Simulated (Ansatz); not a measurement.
Species: chloro(propoxy)silane, C₃H₉ClOSi, charge 0, multiplicity 1. 
Coordinates optimised at B3LYP-D3(BJ)/def2-TZVP (Ansatz, a first-principles code):
```xyz
15

C     -3.4901     0.3142     1.0759
C     -2.4678    -0.5099     0.2984
C     -1.0564     0.0057     0.4961
O     -0.1461    -0.7932    -0.2639
Si     1.4765    -0.7172    -0.1651
Cl     2.1683     1.1536    -0.7244
H     -4.4993    -0.0685     0.9208
H     -3.2878     0.2894     2.1493
H     -3.4800     1.3600     0.7602
H     -2.6964    -0.4913    -0.7700
H     -2.5049    -1.5565     0.6110
H     -0.7827    -0.0307     1.5575
H     -0.9795     1.0468     0.1674
H      2.0114    -1.7126    -1.1044
H      1.9423    -0.9225     1.2218
```
Charge 0, spin multiplicity 1.

Basis-set convergence of Hartree-Fock and CCSD(T) correlation energies (hartree) with Ansatz. Valence correlation only, unless marked. Spin-orbit coupling is left out. No relativistic terms.

```csv
basis,functions,E(HF),"E(corr, CCSD(T))"
aug-cc-pV(D+d)Z,237,-942.27113,-1.00041
aug-cc-pV(T+d)Z,501,?,?
```

Q: What belongs in the gaps?

A: 
- aug-cc-pV(T+d)Z, E(HF): -942.35254
- aug-cc-pV(T+d)Z, E(corr, CCSD(T)): -1.20179
